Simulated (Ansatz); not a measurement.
Ansatz (a program for electronic structure) input (CCSD(T)/aug-cc-pV(D+d)Z):
A basis named .json is the Basis Set Exchange file of that set.

Ansatz 0.2 input:
```yaml
crystal:
  periodic: [false, false, false]
  atoms:
    - {symbol: Si, position_ang: [0.04837089, -0.56125022, -0.07054755]}
    - {symbol: N, position_ang: [1.16427069, 0.66788553, -0.54420741]}
    - {symbol: N, position_ang: [-1.21328567, 0.24191578, 0.77371426]}
    - {symbol: H, position_ang: [-0.32116000, -1.21410280, -1.37130070]}
    - {symbol: H, position_ang: [1.57786546, 1.27797662, 0.14435807]}
    - {symbol: H, position_ang: [1.78745648, 0.51224543, -1.32171296]}
    - {symbol: H, position_ang: [-1.80139376, -0.22633064, 1.44119439]}
    - {symbol: H, position_ang: [-1.57685589, 1.13910542, 0.48857889]}
basis:
  gaussian:
    orbitals: aug-cc-pV_D+d_Z.json
magnetization: {spin_polarized: true, initial_magnetization: 1}
correlation: {method: ccsd_t, electrons: outside_noble_gas}
output: {forces: true}
```

End of the output:

```
integrals: 0.39 GiB planned
1223 factors; integrals over basis functions are off by at most 7.5e-4 eV
0.74 GiB of device memory are held for the factors and their scratch space
mean field: 0.50 GiB planned
mean field evaluation 1: about -10900.7534 eV, gradient 3.3e1 eV
mean field evaluation 2: about -10900.7533 eV, gradient 3.3e1 eV
mean field evaluation 4: about -10905.7516 eV, gradient 2.7e0 eV
mean field evaluation 8: about -10905.8505 eV, gradient 2.2e-3 eV
mean field evaluation 16: about -10905.8489 eV, gradient 2.6e-1 eV
mean field evaluation 32: about -10901.2990 eV, gradient 1.4e-1 eV
mean field -10905.85045540 eV, -400.7826119851 hartree, gradient 2.8e-6 eV, S^2 0.755095; 0 other end points of the search recorded, 0 dependent functions left out
7 core orbitals not correlated
reference -10905.85045540 eV, -400.7826119851 hartree; 10, 9 occupied and 106, 107 virtual orbitals, 1223 factors
densities: 10.82 GiB planned
second order -12.40872046 eV of doubles, -0.00000000 eV of singles
coupled cluster: 4.00 GiB planned
cycle   1  -12.90551862 eV  change   -5.0e-1 eV  update   8.2e-2
cycle   2  -13.23261841 eV  change   -3.3e-1 eV  update   2.6e-2
cycle   3  -13.31375172 eV  change   -8.1e-2 eV  update   1.5e-2
cycle   4  -13.31022399 eV  change    3.5e-3 eV  update   5.5e-3
cycle   5  -13.30941706 eV  change    8.1e-4 eV  update   2.8e-3
cycle   6  -13.31006343 eV  change   -6.5e-4 eV  update   1.1e-3
cycle   7  -13.31002149 eV  change    4.2e-5 eV  update   4.2e-4
cycle   8  -13.31008750 eV  change   -6.6e-5 eV  update   1.6e-4
cycle   9  -13.31012683 eV  change   -3.9e-5 eV  update   7.0e-5
cycle  10  -13.31010682 eV  change    2.0e-5 eV  update   3.3e-5
cycle  11  -13.31011969 eV  change   -1.3e-5 eV  update   1.7e-5
cycle  12  -13.31012262 eV  change   -2.9e-6 eV  update   7.1e-6
cycle  13  -13.31012530 eV  change   -2.7e-6 eV  update   3.4e-6
cycle  14  -13.31012671 eV  change   -1.4e-6 eV  update   1.5e-6
perturbative correction -0.41956428 eV, -0.0154187029 hartree
the calculation of the forces begins
0.74 GiB of device memory are held for the factors and their scratch space
Total energy: -10919.58014640 eV, -401.2871688228 hartree
Atom 0 at     0.048371    -0.561250    -0.070548 Å, force     0.048379    -0.636558    -0.156395 eV/Å
Atom 1 at     1.164271     0.667886    -0.544207 Å, force    -0.094043     0.236510    -0.111740 eV/Å
Atom 2 at    -1.213286     0.241916     0.773714 Å, force    -0.035098     0.152710     0.203034 eV/Å
Atom 3 at    -0.321160    -1.214103    -1.371301 Å, force     0.017451    -0.063357    -0.056317 eV/Å
Atom 4 at     1.577865     1.277977     0.144358 Å, force     0.182343     0.229338     0.275367 eV/Å
Atom 5 at     1.787456     0.512245    -1.321713 Å, force     0.255463    -0.062325    -0.290808 eV/Å
Atom 6 at    -1.801394    -0.226331     1.441194 Å, force    -0.239152    -0.181141     0.260083 eV/Å
Atom 7 at    -1.576856     1.139105     0.488579 Å, force    -0.135343     0.324824    -0.123223 eV/Å
Dipole moment:     0.033909     0.209772     0.052579 e Å
```

It need not be the lowest isomer of its formula.
